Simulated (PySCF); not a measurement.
3-bromo-1,1-difluoropropa-1,2-diene (C3HBrF2), SMILES BrC=C=C(F)F.

Geometry: B3LYP-D3(BJ)/def2-SVP.

Two levels are set side by side: TDDFT-PBE/def2-SVPD (PySCF) and TDDFT-LC-ωPBE/def2-SVPD (PySCF). Vertical, same geometry. The lowest singlet is HOMO→LUMO 99 % with PBE and HOMO→LUMO 97 % with the other functional; states are paired by order. Differences are taken from unrounded values.

```csv
quantity,TDDFT-LC-ωPBE
lowest singlet excitation (eV),4.84
lowest triplet excitation (TDA) (eV),3.91
first bright state (f over 0.05) (eV),7.21
its oscillator strength,0.97
```

Q: What does TDDFT-PBE give, and how far is it from TDDFT-LC-ωPBE? (Estimate from the structure and the level; the computed values follow.)

A: 
```
quantity                               TDDFT-PBE  TDDFT-PBE minus TDDFT-LC-ωPBE
-------------------------------------  ---------  -----------------------------
lowest singlet excitation (eV)              4.50                          -0.33
lowest triplet excitation (TDA) (eV)        3.89                          -0.02
first bright state (f over 0.05) (eV)       5.86                          -1.35
its oscillator strength                     0.40                          -0.57
```

Functionals without exact exchange tend to place singlet excitations lower, as here. Differences between two approximate levels are no errors against the true value.

Rough cost on one machine, each run with all the roots and properties that it gave: TDDFT-LC-ωPBE against TDDFT-PBE about 8 times.
